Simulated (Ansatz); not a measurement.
Species: CH₉GaSi₂, SMILES `[CH3][Ga]([SiH3])[SiH3]` (charge 0, multiplicity 1).

Q: Give a relaxed geometry from r2SCAN-D4/def2-TZVP run with Ansatz (a quantum-chemistry and plane-wave program).

A: the end point of this relaxation (outside a Z-matrix the atoms follow the SMILES, hydrogens last).
Bond lengths (Å): C1–Ga2 1.975, C1–H5 1.096, C1–H6 1.091, C1–H7 1.091, Ga2–Si3 2.416, Ga2–Si4 2.416, Si3–H8 1.493, Si3–H9 1.488, Si3–H10 1.490, Si4–H11 1.490, Si4–H12 1.488, Si4–H13 1.493. Angles (°): Ga2–C1–H5 107.9, Ga2–C1–H6 112.2, Ga2–C1–H7 112.2, H5–C1–H6 107.4, H5–C1–H7 107.4, H6–C1–H7 109.5, C1–Ga2–Si3 118.7, C1–Ga2–Si4 118.8, Si3–Ga2–Si4 122.5, Ga2–Si3–H8 108.7, Ga2–Si3–H9 113.8, Ga2–Si3–H10 112.1, H8–Si3–H9 107.2, H8–Si3–H10 106.9, H9–Si3–H10 107.9, Ga2–Si4–H11 112.2, Ga2–Si4–H12 113.7, Ga2–Si4–H13 108.6, H11–Si4–H12 107.9, H11–Si4–H13 106.9, H12–Si4–H13 107.2.
